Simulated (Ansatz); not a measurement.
The cluster Li6Si. The state is a singlet with charge 0. Geometry B3LYP-D4/def2-TZVP.

```xyz
7

Li   -1.0121   -0.1996    1.6198
Li   -1.5415    0.4866   -1.0456
Li   -2.7399   -2.2134   -0.0273
Li    1.8376    1.4724   -1.7000
Li    0.5260   -1.3088   -0.4312
Li    2.4467    0.6756    1.4032
Si    0.4831    1.0872    0.1810
```

LC-ωPBE has ω = 0.4 bohr⁻¹. The restricted singlet is unstable towards broken spin symmetry in Hartree–Fock (as tested in another run); at LDA (SPW92)/def2-TZVP, r2SCAN-D4/def2-TZVP, r2SCAN-D4/def2-TZVPD, LC-ωPBE/def2-TZVP and others this wasn't settled. The structure comes from a short search, and lower isomers may exist.

Task: Estimate the orbital energies around the gap (eV) in Ansatz with LDA (SPW92)/def2-TZVP, r2SCAN-D4/def2-TZVP, r2SCAN-D4/def2-TZVPD, LC-ωPBE/def2-TZVP, ωB97X-V/def2-TZVP.

Result: 
```csv
orbital,LDA (SPW92)/def2-TZVP,r2SCAN-D4/def2-TZVP,r2SCAN-D4/def2-TZVPD,LC-ωPBE/def2-TZVP,ωB97X-V/def2-TZVP
HOMO−13,-91.43,-93.42,-93.41,-96.90,-98.33
HOMO−12,-91.41,-93.40,-93.38,-96.87,-98.31
HOMO−11,-91.37,-93.37,-93.35,-96.82,-98.27
HOMO−10,-49.78,-52.05,-52.03,-56.09,-56.77
HOMO−9,-49.56,-51.90,-51.88,-55.99,-56.66
HOMO−8,-49.55,-51.90,-51.87,-55.99,-56.66
HOMO−7,-48.98,-51.33,-51.30,-55.48,-56.17
HOMO−6,-48.97,-51.32,-51.28,-55.47,-56.16
HOMO−5,-48.77,-51.10,-51.08,-55.23,-55.93
HOMO−4,-8.99,-9.23,-9.20,-13.39,-12.91
HOMO−3,-4.14,-4.18,-4.15,-6.92,-6.67
HOMO−2,-3.70,-3.69,-3.67,-6.14,-5.91
HOMO−1,-3.52,-3.50,-3.48,-5.78,-5.58
HOMO,-2.85,-2.78,-2.77,-4.84,-4.69
LUMO,-1.87,-1.54,-1.54,0.11,0.08
LUMO+1,-1.66,-1.44,-1.46,0.40,0.44
LUMO+2,-1.60,-1.37,-1.40,0.46,0.50
LUMO+3,-1.23,-0.90,-0.93,0.76,0.73
LUMO+4,-1.19,-0.70,-0.75,0.92,0.95
LUMO+5,-1.08,-0.68,-0.71,1.02,1.01
```
